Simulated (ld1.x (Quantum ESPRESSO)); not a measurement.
Ranking TM potentials for B

All share these settings but for the change named:

ld1.x (Quantum ESPRESSO) 7.5 input, shortened:

```
&input
   title='B', zed=5., rel=0, dft='PBESOL', iswitch=3,
   config='[He] 2s1 2p0 3d-2'
 /
 &inputp
   pseudotype=2, tm=.true., lloc=0,
   nlcc=.false.
 /
3
2P  2  1   0.00   0.00  3.30  3.30  0.0
3D  3  2  -2.00   0.40  3.35  3.35  0.0
2S  1  0   1.00   0.00  1.35  1.35  0.0
 &test
   configts(1)='2s1 2p0'
 /
```

Cutoff: the first of the cutoffs (Ry, on a coarse ladder) from which the occupation-weighted sum of valence levels, in a spherical-Bessel basis at the reference potential, stays within 10 and 1 mRy of its value at 400 Ry; the density cutoff is not measured.

The base gives 21 Ry.

Of 9 variants that were run, those that failed, showed a ghost or another fault, or gave nearly equal values are left out.

A variant can come out equal or close to the base.

Question: Rank these variants from softest to hardest (loose cutoff).
A. all radii scaled by about 1.03 (s 1.40, p 3.40, d 3.46 bohr)
B. all radii scaled by about 0.73 (s 1.00, p 2.42, d 2.46 bohr)
C. all radii scaled by about 0.83 (s 1.12, p 2.76, d 2.80 bohr)

Answer: A (18 Ry), C (21 Ry), B (50 Ry).
